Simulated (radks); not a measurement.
Results of a calculation; reference values are marked as such.
Task: Code: a radial shooting solver on a logarithmic mesh with Libxc functionals. Model: non-relativistic Kohn-Sham, LB94 model potential, spin-unpolarised, spherical densities, point nucleus. Response by self-consistent Sternheimer equations with the Hartree and adiabatic LDA kernel. For heavy and open-shell atoms this level of theory can miss by tens of per cent. Rank Mn, Br, Mo3+, C2+, Cd, Co, Ga+ (NIST ground configurations) by static dipole polarisability, largest first.

Result: Mn 51.55, Co 40.60, Cd 39.77, Br 20.45, Ga+ 15.24, Mo3+ 5.501, C2+ 4.357 bohr^3.
